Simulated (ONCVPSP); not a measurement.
## Before and after: ONCV potential for W (Z = 74)

tungsten, optimised norm-conserving Vanderbilt (ONCV), made with ONCVPSP 4.0.1 (PBEsol, fully relativistic). Core [Kr] 4d10 4f14, reference 5s2 5p6 5d4 6s2. Waves: 5s+6s: rc 1.70 bohr, ncon 3, nbas 6, qcut 5.8 1/bohr, 2 projectors; 5p: rc 1.90 bohr, ncon 3, nbas 6, qcut 7.6 1/bohr, 3 projectors, debl 3.3 Ha; 5d: rc 2.00 bohr, ncon 4, nbas 8, qcut 8.2 1/bohr, 2 projectors, debl 3 Ha. Local part: polynomial inside 1.40 bohr (lpopt 5, dvloc0 -1 Ha). Core correction: none.

Open shells are filled in proportion to 2j + 1.

All-electron outer shells of the reference configuration (PBEsol, scalar-relativistic, ld1.x):

| shell | level (eV) | outermost node (bohr) | outermost maximum (bohr) |
| --- | --- | --- | --- |
| 5s | -79.11 | 0.53 | 0.96 |
| 5p | -43.22 | 0.57 | 1.09 |
| 4f | -33.24 | – | 0.43 |
| 6s | -5.75 | 1.28 | 2.64 |
| 5d | -4.51 | 0.63 | 1.49 |

Change: all radii scaled by about 0.82 (s 1.40, p 1.56, d 1.64 bohr); local potential polynomial inside 1.16 bohr (lpopt 5, dvloc0 -1 Ha).

Cutoffs: the cutoffs (Ha) at which the residual kinetic energy of the hardest occupied pseudo-wave falls to 1 and 0.1 mHa per electron; they do not see the model core or the augmentation charge, which bear on the density cutoff. Errors are all-electron minus pseudo energies relative to the spin-unpolarised reference configuration.

**Question.** How do hardness, ghosts and transferability respond?

**Answer.** The potential gets harder (16 Ha and 20 Ha → 30 Ha and 71 Ha); of the 4 tests that both files solve, the error grows in 0 and shrinks in 3 by more than 15 % and 0.3 meV (median size 1.5 → 0.4 meV); neither file shows a bound ghost. A smaller radius makes the pseudo-wave follow the all-electron one further in, where it bends more sharply, so more plane waves are needed. Less of the atom is replaced, so other configurations are described better.

| quantity | base | changed |
| --- | --- | --- |
| cutoff, loose | 16 Ha | 30 Ha |
| cutoff, tight | 20 Ha | 71 Ha |
| loose cutoff by channel | s 13 Ha, p 13 Ha, d 16 Ha | s 30 Ha, p 21 Ha, d 15 Ha |
| bound ghosts | none | none |
| GHOST(+) flags under 300 eV | s at 143.9 eV | s at 110.4 eV |
| error for 5s2 5p6 5d4 6s1, meV [ΔE 8.93 eV] | -0.7 | -0.2 |
| error for 5s2 5p6 5d4 6s0, meV [ΔE 24.63 eV] | -2.4 | +0.7 |
| error for 5s2 5p6 5d3 6s0, meV [ΔE 50.02 eV] | -3.0 | -0.6 |
| error for 5s2 5p6 5d4 6s1.5, meV [ΔE 3.65 eV] | -0.1 | 0.0 |
